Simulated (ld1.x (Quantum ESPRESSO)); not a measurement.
# Transferability test, TM potential for Li

- Element: Li
- Generator: ld1.x (Quantum ESPRESSO) 7.5
- Type: norm-conserving Troullier–Martins (Kleinman–Bylander form)
- Functional: PBEsol
- Relativity: non-relativistic
- Frozen core: none
- Valence charge: 3
- Reference configuration: 1s2 2s0 2p0 (charge +1)
- Partial waves: 1s (bound): rc 0.58 bohr; 2p (bound, empty): rc 3.96 bohr
- Local potential: all-electron potential smoothed inside 2.82 bohr (lloc = -1)
- Core correction: none

Energies are relative to the spin-unpolarised reference configuration 1s2 2s0 2p0; without spin polarisation the order of configurations can differ from experiment.

| valence configuration | charge | ΔE all-electron (eV) | error AE − PS (meV) |
| --- | --- | --- | --- |
| 1s2 2s1 2p0 | 0 | -5.186 | -243 |
| 1s2 2s0.5 2p0 | +0.5 | -3.173 | -161 |
| 1s2 2s0 2p1 | 0 | -3.426 | +8.4 |

Problem. What are ΔE and the potential's error for 1s1 2s1 2p0?

Solution. ΔE = 62.585 eV all-electron; the error (AE − PS) is -1238 meV.

Levels in the configuration 1s2 2s0.5 2p0:

```csv
level,all-electron (eV),pseudo (eV)
1s,-55.240,-55.564
2s,-5.248,-5.017
```
